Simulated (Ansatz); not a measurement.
`C[O][Ga]([CH3])[NH2]` from Hartree–Fock to CCSD(T)

Z-matrix (Å, degrees):
```
C
O 1 1.399
H 1 1.095 2 109.0
H 1 1.099 2 112.6 3 -119.1
H 1 1.099 2 112.6 3 119.1
Ga 2 1.793 1 122.3 3 -179.4
N 6 1.816 2 114.5 1 0.4
C 6 1.946 2 118.3 1 -179.6
H 7 1.005 6 123.8 2 -0.6
H 7 1.005 6 124.2 2 -179.9
H 8 1.090 6 111.6 2 -167.1
H 8 1.091 6 109.9 2 -46.0
H 8 1.092 6 109.9 2 72.4
```

Total charge 0; spin multiplicity 1. Correlated methods include outer-core shells of Ga, which these sets cover unevenly. Scalar relativity is left out up to krypton. The structure was optimised at the PBE0-D4/def2-TZVP level. It is one conformer, not always the lowest. Frozen core, restricted reference, the Gaussian-basis code of Ansatz.

```
     basis      HF (Eh)  MP2 corr.  CCSD corr.       (T)  CCSD(T) total
  def2-SVP  -2132.58894   -0.86193    -0.89796         ?              ?
def2-TZVPP            ?          ?           ?  -0.04162              ?
def2-QZVPP  -2133.13933   -1.34532           –         –              –
```

Fill in the withheld values. (An estimate is asked.)

Ansatz gave: def2-SVP (T): -0.02551; def2-SVP CCSD(T) total: -2133.51241; def2-TZVPP HF (Eh): -2133.08834; def2-TZVPP MP2 corr.: -1.04029; def2-TZVPP CCSD corr.: -1.06868; def2-TZVPP CCSD(T) total: -2134.19864.
